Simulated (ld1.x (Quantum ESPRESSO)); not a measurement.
carbon (C): excitation energies, all-electron against ultrasoft

- Element: carbon
- Generator: ld1.x (Quantum ESPRESSO) 7.5
- Type: ultrasoft
- Functional: PBE
- Relativity: scalar-relativistic
- Frozen core: [He]
- Valence charge: 4
- Reference configuration: 2s2 2p1.5 (charge +0.5)
- Partial waves: 2s (bound): rcut 1.05, rcutus 1.20 bohr; 2s channel at 1.25 Ry: rcut 1.05, rcutus 1.20 bohr; 2p (bound): rcut 2.60, rcutus 3.25 bohr; 2p channel at 2.5 Ry: rcut 2.60, rcutus 3.25 bohr; 3d channel at -0.05 Ry: rcut 2.50, rcutus 2.95 bohr
- Local potential: all-electron potential smoothed inside 2.10 bohr (lloc = -1)
- Core correction: a·sin(br)/r model core, default radius (core density twice the valence density)
- Augmentation charge: PSQ, inside the norm-conserving radii

Energies are relative to the spin-unpolarised reference configuration 2s2 2p1.5; without spin polarisation the order of configurations can differ from experiment. Not all tests gave a result: 1 of 7 tests not solved or not reliable. Left out of the table: 2s2 2p2.3 (solver errors, printed error -67.8 eV). The frozen-core shift is the all-electron ΔE with the core orbitals held at their reference shape minus the fully relaxed ΔE.

| valence configuration | charge | ΔE all-electron (eV) | error AE − PS (meV) | frozen-core shift (meV) |
| --- | --- | --- | --- | --- |
| 2s2 2p2 | 0 | -3.963 | -6.7 | 0.0 |
| 2s2 2p1 | +1 | 6.898 | +6.7 | +0.1 |
| 2s2 2p0 | +2 | 31.054 | +219 | +2.4 |
| 2s0 2p4 | 0 | 13.012 | +27 | +1.6 |
| 2s1 2p3 | 0 | 4.515 | +12 | +0.4 |

What are ΔE and the potential's error for 2s1 2p0?

ΔE = 79.249 eV all-electron; the error (AE − PS) is +443 meV.

Levels in the configuration 2s2 2p1:

```json
{"level": "2s", "all-electron (eV)": "-25.758", "pseudo (eV)": "-25.764"}
{"level": "2p", "all-electron (eV)": "-17.005", "pseudo (eV)": "-16.961"}
```

These tests converged, but a pseudo level misses the all-electron one widely, so the file describes the atom poorly there or has found another state: 2s1 2p0: empty 2p by 30.7 eV.
